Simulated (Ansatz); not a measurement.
One change: `O[Si]([SiH3])(Cl)Br` becomes `C[Si](O)(Cl)Br`.

Ansatz, PBE0-D4/def2-TZVP geometries, multiplicity 1. Each molecule was computed in one conformer, which needn't be the lowest.

Scalar relativity is left out up to krypton.

```
                                                                                  property  `O[Si]([SiH3])(Cl)Br`
ideal-gas entropy at 298 K and 1 bar (rigid rotor, harmonic PBE0-D4/def2-TZVP) / J/(mol·K)                    395
                                                   HOMO–LUMO gap (ωB97M-V/def2-TZVPP) / eV                  11.76
                                                        HOMO energy (PBE0/def2-TZVPP) / eV                  -8.35
                                        size of the dipole moment (ωB97M-V/def2-TZVPP) / D                   0.95
                                                       HOMO energy (B3LYP/def2-TZVPP) / eV                  -8.13
                                                     LUMO energy (ωB97M-V/def2-TZVPP) / eV                   1.37
```

Task: Give the same properties after the change, and the shifts. (An estimate is asked.)

Result: The calculation gave: 
```csv
property,`C[Si](O)(Cl)Br`,shift
"ideal-gas entropy at 298 K and 1 bar (rigid rotor, harmonic PBE0-D4/def2-TZVP) / J/(mol·K)",369,-26
HOMO–LUMO gap (ωB97M-V/def2-TZVPP) / eV,12.77,1.01
HOMO energy (PBE0/def2-TZVPP) / eV,-8.49,-0.14
size of the dipole moment (ωB97M-V/def2-TZVPP) / D,1.07,0.12
HOMO energy (B3LYP/def2-TZVPP) / eV,-8.21,-0.08
LUMO energy (ωB97M-V/def2-TZVPP) / eV,2.05,0.68
```

With PBE0 the HOMO falls by 0.14 eV and the LUMO rises by 0.85 eV, so the gap widens by about 0.99 eV. PBE moves the HOMO by 0.02 eV and ωB97M-V by -0.32 eV. Dipoles are sizes alone; their direction can turn.

B3LYP here is the variant with VWN-RPA as its local correlation; programs differ in this.

Spin–orbit coupling is left out; it splits and shifts lone-pair levels of the heavy atoms by tenths of an eV.
